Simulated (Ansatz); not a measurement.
Input file for C2H6Cl2FHfN, SMILES `C[N](C)[Hf]([F])([Cl])[Cl]`:

```yaml
crystal:
  periodic: [false, false, false]
  atoms:
    - {symbol: C, position_ang: [0.236168, 0.129918, 1.417518]}
    - {symbol: N, position_ang: [0.064962, -0.201812, 0.018306]}
    - {symbol: C, position_ang: [0.420090, -1.563306, -0.303102]}
    - {symbol: Hf, position_ang: [-0.610115, 1.259600, -1.149497]}
    - {symbol: F, position_ang: [-0.727485, 0.528468, -2.895462]}
    - {symbol: Cl, position_ang: [-2.708149, 1.926378, -0.305561]}
    - {symbol: Cl, position_ang: [0.931396, 3.038298, -1.016385]}
    - {symbol: H, position_ang: [-0.393550, -0.501360, 2.056664]}
    - {symbol: H, position_ang: [1.281194, 0.012537, 1.730163]}
    - {symbol: H, position_ang: [-0.044987, 1.171811, 1.615331]}
    - {symbol: H, position_ang: [1.472005, -1.764664, -0.062949]}
    - {symbol: H, position_ang: [-0.194475, -2.275901, 0.261995]}
    - {symbol: H, position_ang: [0.272968, -1.759976, -1.367021]}
basis:
  gaussian: {orbitals: def2-SVP}
correlation: {method: ccsd_t}
```

```sh
$ ansatz run in.yaml --threads 2 --pin off --events-out ev --progress --plain --max-ram 22528MiB --backend cuda --devices 0, --max-vram 18GiB
```

Output of Ansatz, abridged:

```
Functional definition: HF
1512 factors; integrals over basis functions are off by at most 1.4e-3 eV
mean field evaluation 1: about -32632.3643 eV, gradient 4.6e1 eV
mean field evaluation 2: about -32632.5487 eV, gradient 4.6e1 eV
mean field evaluation 4: about -32637.5672 eV, gradient 3.9e0 eV
mean field evaluation 8: about -32637.6380 eV, gradient 2.7e-1 eV
mean field -32637.63835199 eV, -1199.4110868498 hartree, gradient 2.9e-6 eV, S^2 0.000000; 0 other end points of the search recorded, 0 dependent functions left out
14 core orbitals not correlated: weight in the atoms' cores, before any rotation towards them, 1.000 or more for the frozen orbitals, at most 0.000 for the correlated occupied ones
reference -32637.63835199 eV, -1199.4110868498 hartree; 26, 26 occupied and 114, 114 virtual orbitals, 1512 factors
second order -30.80593165 eV of doubles, -0.00000000 eV of singles
cycle   1  -31.25382481 eV  change   -4.5e-1 eV  update   1.6e-1
cycle   2  -31.98841010 eV  change   -7.3e-1 eV  update   5.7e-2
cycle   3  -32.23106380 eV  change   -2.4e-1 eV  update   2.9e-2
cycle   4  -32.23167140 eV  change   -6.1e-4 eV  update   7.5e-3
cycle   5  -32.22339170 eV  change    8.3e-3 eV  update   3.1e-3
cycle   6  -32.22350513 eV  change   -1.1e-4 eV  update   1.2e-3
cycle   7  -32.22342984 eV  change    7.5e-5 eV  update   4.7e-4
cycle   8  -32.22335237 eV  change    7.7e-5 eV  update   1.9e-4
cycle   9  -32.22345896 eV  change   -1.1e-4 eV  update   5.2e-5
cycle  10  -32.22347814 eV  change   -1.9e-5 eV  update   2.5e-5
perturbative correction -0.93551562 eV, -0.0343795649 hartree
Total energy: -32670.79734575 eV, -1200.6296573946 hartree
```

Run time 2.1 s (2 threads of an AMD EPYC 7R13 on a shared host and a share of an NVIDIA H100 80 GB); peak host memory 0.91 GiB.

The correlation energy is -33.159 eV, 2.8 % of it from (T); the T1 diagnostic reads 0.0147.
